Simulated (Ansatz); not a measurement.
Species: C4H2BrSe (charge 0, doublet). SMILES: [se]1cc[c]c1Br
Structure (B3LYP-D3(BJ)/def2-TZVP (Ansatz, a first-principles code) minimum search):
```
C
C 1 1.3608
H 2 1.0786 1 127.43
H 1 1.0802 2 123.76 3 0.00
C 1 1.4140 4 124.12 2 -180.00
C 5 1.3312 1 120.50 4 180.00
Br 6 1.8754 5 129.48 1 180.00
Se 2 1.8777 3 120.23 1 -180.00
```
Charge 0, spin multiplicity 2.

Wanted: size of the dipole moment, in D. Conventions: LANL2DZ with its own core potentials from Na on; non-relativistic; spin-orbit terms left out; 6-31G* and kin with 6d, 5d where marked; open shells spin-unrestricted; no dispersion term unless named. First-principles rows: single points at B3LYP-D3(BJ) geometries (Ansatz).

| level | program | size of the dipole moment (D) |
|---|---|---|
| PBE/STO-3G | Ansatz | 1.03 |
| PBE/3-21G | Ansatz | 1.48 |
| PBE/LANL2DZ | Ansatz | 1.81 |
| PBE/6-31G* | Ansatz | 1.76 |
| PBE/def2-SVP | Ansatz | 1.53 |
| PBE/6-31G* with LANL2DZ past Ar | Ansatz | 1.72 |

No value to compare with is used here. The 6 habitual levels span 1.03 (PBE/STO-3G) to 1.81 D (PBE/LANL2DZ).

The sets are all those run for this method; left out are runs that failed, that the program found above a lower state of the same kind, or whose <S^2> lies over 0.5 above the pure value.
